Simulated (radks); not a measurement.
Coulomb parameter of the 5d shell of the tantalum ion Ta+ in the model configuration [Xe] 4f14 5d2 6s1 6p1, as a second difference U = [E(n + 0.5) + E(n - 0.5) - 2 E(n)] / (0.5)^2 with all orbitals relaxed. "Bare": the charge of the atom changes with n. "Screened": the 6p shell takes up the change at fixed total charge, which measures U(5d,5d) + U(6p,6p) - 2 U(5d,6p). All-electron calculation, scalar-relativistic Kohn-Sham, LDA (Slater exchange, Perdew-Wang correlation), spin-unpolarised, spherical densities, finite nucleus; Fermi nuclear charge, rms radius 5.3507 fm. Program: a radial shooting solver on a logarithmic mesh with Libxc functionals.

| case | configuration | E - E(n) (eV) |
|---|---|---|
| start | [Xe] 4f14 5d2 6s1 6p1 | 0.000 |
| bare +0.5 | [Xe] 4f14 5d2.5 6s1 6p1 | -5.654 |
| bare -0.5 | [Xe] 4f14 5d1.5 6s1 6p1 | 8.014 |
| screened +0.5 | [Xe] 4f14 5d2.5 6s1 6p0.5 | -2.570 |
| screened -0.5 | [Xe] 4f14 5d1.5 6s1 6p1.5 | 3.004 |

U(bare) = 9.441 eV, U(screened by 6p) = 1.736 eV, against the Slater integral F0(5d,5d) = 12.487 eV with frozen orbitals.
